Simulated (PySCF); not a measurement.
3-silylpropanenitrile (C3H7NSi), SMILES C(CC[SiH3])#N.

Coordinates come from a TPSSh-D3(BJ)/def2-SVP optimisation. One conformer was computed; it need not be the lowest.

Level of theory: TDA-M06-2X/def2-SVPD (PySCF 2.14.0).

Vertical excitations. The molecule is in vacuum.

Estimate the UV-visible absorptions. (An estimate is asked for; the answer gives what the named calculation found.)


```
state  energy (eV)  λ (nm)      f                                                                 main pairs
-----  -----------  ------  -----  -------------------------------------------------------------------------
S1            7.03     176  0.000                   HOMO−1→LUMO+3 17 %, HOMO−1→LUMO+1 6 %, HOMO−1→LUMO+8 5 %
S2            7.99     155  0.017                                         HOMO→LUMO 60 %, HOMO−1→LUMO+3 11 %
S3            8.08     153  0.004     HOMO−1→LUMO 16 %, HOMO→LUMO+3 13 %, HOMO→LUMO+1 7 %, HOMO−1→LUMO+6 6 %
S4            8.22     151  0.018                         HOMO→LUMO 27 %, HOMO−1→LUMO+3 9 %, HOMO−3→LUMO 7 %
S5            8.61     144  0.014                                         HOMO−2→LUMO 46 %, HOMO−1→LUMO 15 %
S6            8.69     143  0.006      HOMO→LUMO+2 21 %, HOMO−4→LUMO 16 %, HOMO→LUMO+1 16 %, HOMO−1→LUMO 8 %
S7            8.78     141  0.016      HOMO−3→LUMO 29 %, HOMO−1→LUMO 20 %, HOMO→LUMO+2 14 %, HOMO−2→LUMO 7 %
S8            8.84     140  0.019     HOMO−3→LUMO 20 %, HOMO→LUMO+3 14 %, HOMO−1→LUMO 14 %, HOMO−2→LUMO 13 %
S9            8.90     139  0.037     HOMO−4→LUMO 29 %, HOMO−1→LUMO+2 19 %, HOMO→LUMO+1 9 %, HOMO−1→LUMO 6 %
S10           9.09     136  0.030  HOMO−2→LUMO+1 15 %, HOMO→LUMO+4 12 %, HOMO→LUMO+5 10 %, HOMO−3→LUMO+5 6 %
T1            6.40     194      0  HOMO−1→LUMO+6 10 %, HOMO→LUMO+3 9 %, HOMO−3→LUMO+3 8 %, HOMO−1→LUMO+2 6 %
T2            7.02     177      0      HOMO−1→LUMO+3 14 %, HOMO→LUMO 6 %, HOMO−1→LUMO+8 5 %, HOMO→LUMO+6 5 %
T3            7.37     168      0   HOMO−1→LUMO+3 25 %, HOMO→LUMO 10 %, HOMO−1→LUMO+1 8 %, HOMO−1→LUMO+7 6 %
T4            7.37     168      0    HOMO→LUMO+3 11 %, HOMO−1→LUMO+6 9 %, HOMO−1→LUMO 7 %, HOMO−3→LUMO+3 6 %
```
Triplets are in the Tamm–Dancoff approximation.
